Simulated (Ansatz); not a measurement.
B₃F₃ was relaxed with PBE0-D4 (def2-SVP) in Ansatz in these states: neutral quintet, neutral singlet, neutral triplet. The geometries follow in no particular order.

A:

```xyz
6

B    -1.0537   -0.2653    0.0344
B     1.0168    0.0398    0.3824
B     0.0705    0.4317   -0.7982
F    -1.7693   -0.8849    0.9021
F     0.1750    1.0727   -1.9825
F     1.5606   -0.3941    1.4617
```

B:

Cartesian coordinates in Å:
```
B 0.141 0.346 0.855
B 0.887 0.158 -0.791
B -0.503 -0.780 -0.092
F 0.260 0.956 2.004
F -1.309 -1.786 -0.306
F 0.523 1.107 -1.671
```

C:

```xyz
6

B    -0.507   -0.583    0.651
B    -0.192    0.478   -0.869
B     0.900    0.135    0.280
F    -1.497   -1.250    1.171
F     2.156    0.322    0.672
F    -0.860    0.897   -1.905
```

Question: Judge from the bond lengths which geometry belongs to which state (an estimate).

Answer: A is the neutral singlet (B2–B3 1.563 Å, B2–F6 1.284 Å, B1–B3 1.563 Å); B is the neutral quintet (B2–B3 1.817 Å, B2–F6 1.345 Å, B1–B3 1.606 Å); C is the neutral triplet (B2–B3 1.622 Å, B2–F6 1.302 Å, B1–B3 1.622 Å).
